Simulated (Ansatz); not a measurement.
C2H7GaO2, SMILES `C[CH2][Ga]([OH])[OH]`, relaxed with RKS PBE0-D4/def2-TZVP in Ansatz 0.2.0 from a PBE-D4/def2-SVP geometry. The force threshold is 0.005 eV/Å; the program also tests the step.

Charge 0, multiplicity 1.

Start:

```xyz
12

C    -1.014   -0.916   -1.243
C     0.064    0.168   -1.086
Ga    0.565    0.502    0.786
O    -0.357    1.700    1.786
O     1.929   -0.412    1.553
H    -1.272   -1.080   -2.311
H    -1.954   -0.645   -0.719
H    -0.682   -1.893   -0.836
H    -0.281    1.134   -1.509
H     0.992   -0.113   -1.626
H    -0.058    1.761    2.711
H     2.069   -0.204    2.494
```

```tsv
step	energy (eV)	largest force (eV/Å)	largest move (Å)
1	-58650.9625	0.702	0.000
2	-58651.0058	0.257	0.029
3	-58651.0106	0.062	0.021
4	-58651.0112	0.028	0.018
5	-58651.0114	0.029	0.013
6	-58651.0114	0.006	0.005
7	-58651.0114	0.015	0.007
8	-58651.0115	0.039	0.022
9 (rejected)	-58651.0104	0.092	0.129
10	-58651.0116	0.062	0.037
11	-58651.0118	0.059	0.031
14 (rejected)	-58651.0121	0.110	0.072
17	-58651.0142	0.044	0.055
20	-58651.0174	0.157	0.081
23	-58651.0205	0.132	0.038
26 (rejected)	-58651.0240	0.180	0.028
29	-58651.0268	0.163	0.149
32 (rejected)	-58651.0288	0.134	0.147
35	-58651.0303	0.022	0.048
38	-58651.0308	0.023	0.035
41	-58651.0311	0.024	0.007
44 (rejected)	-58651.0311	0.044	0.066
47	-58651.0314	0.003	0.004
```

End:

```xyz
12

C    -1.221   -0.546   -1.286
C     0.248   -0.227   -1.027
Ga    0.646    0.321    0.804
O    -0.659    0.427    2.029
O     2.309    0.735    1.326
H    -1.382   -0.846   -2.325
H    -1.863    0.314   -1.087
H    -1.576   -1.360   -0.650
H     0.600    0.574   -1.685
H     0.884   -1.089   -1.249
H    -0.381    0.704    2.904
H     2.396    0.993    2.246
```

Run time 2.6 min (4 threads of a server CPU on a shared host); peak host memory 0.66 GiB.
